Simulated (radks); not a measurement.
Results of a calculation; reference values are marked as such.
Radial electron density D(r) = 4 pi r^2 rho(r) of an atom or ion with 34 electrons. Code: a radial shooting solver on a logarithmic mesh with Libxc functionals. Model: Dirac Kohn-Sham, PBE, spin-unpolarised, spherical densities, point nucleus.

r (bohr)  D(r) (e/bohr)
0.002228          1.739
0.002553          2.214
0.002924          2.810
0.00335           3.552
0.003838          4.472
0.004363          5.529
0.004998          6.892
0.005726          8.536
0.006561          10.50
0.007516          12.80
0.008611          15.47
0.009866          18.49
0.0113            21.84
0.01295           25.43
0.01484           29.15
0.017             32.82
0.01947           36.22
0.02231           39.08
0.02556           41.13
0.02929           42.16
0.03355           42.04
0.03813           40.95
0.04369           39.03
0.05005           36.84
0.05734           35.08
0.0657            34.50
0.07527           35.61
0.08624           38.48
0.0988            42.56
0.1132            46.66
0.1297            49.30
0.1486            49.19
0.1702            45.84
0.195             39.95
0.2234            33.33
0.256             28.18
0.2933            26.10
0.3333            27.09
0.3819            29.92
0.4375            32.32
0.5012            32.31
0.5743            29.16
0.6579            23.61
0.7538            17.27
0.8636            11.69
0.9894            7.769
1.134             5.583
1.299             4.641
1.488             4.278
1.705             3.968
1.953             3.463
2.237             2.760
2.563             1.988
2.913             1.326
3.338            0.7768
3.824            0.4081
4.381            0.1913
5.019           0.07894
5.751           0.02808
6.588          0.008398
7.548          0.002060

What is the nuclear charge?

Answer. Z = 34. The innermost maximum, from 1s, lies near gamma/Z bohr with gamma = sqrt(1 - (Z/c)^2) = 0.969, here 0.0285 bohr (found: 0.0310), and its height grows with Z. The density is that of neutral selenium in [Ar] 3d9.5 4s1.5 4p5; the configuration itself is not fixed sharply by these data, and Z only to about a unit. D(r) has 3 maxima, at r = 0.0310, 0.138, 0.470 bohr, and minima at 0.0647, 0.298 bohr, inside which lie 2.09, 11.00 electrons.
